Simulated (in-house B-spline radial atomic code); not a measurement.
A fraction x of an electron is removed from 4p in neutral niobium, starting from [Kr] 4d4 5s1 and keeping the highest spin. Method: scalar-relativistic (X2C) OLYP, spin-polarised, spherical fractional occupations, Fermi nucleus of rms radius 4.324 fm. Calculated with an all-electron radial atomic-structure program (B-spline basis).

| x | E(x) - E(0) (eV) | 4p down level (eV) |
| --- | --- | --- |
| 0 | 0.0000 | -32.641 |
| 0.03 | 0.9831 | -32.897 |
| 0.17 | ? | ? |
| 0.35 | 11.9703 | -35.833 |
| 0.47 | 16.3410 | -37.019 |
| 0.5 | ? | ? |
| 0.57 | 20.0936 | -38.037 |
| 0.65 | 23.1697 | -38.870 |
| 0.8 | 29.1198 | -40.472 |
| 1 | 37.4338 | -42.681 |

Q: What belongs in the row x = 0.17?

A: An energy change of 5.6746 eV; 4p down at -34.137 eV.

Q: What belongs in the row x = 0.5?

A: An energy change of 17.4561 eV; 4p down at -37.321 eV.

Q: Check Janak's theorem between x = 0.35 and 0.47.

A: The slope of the energy is 36.42 eV; the orbital levels give 36.43 eV (-ε of the emptying orbital, averaged over the two points).
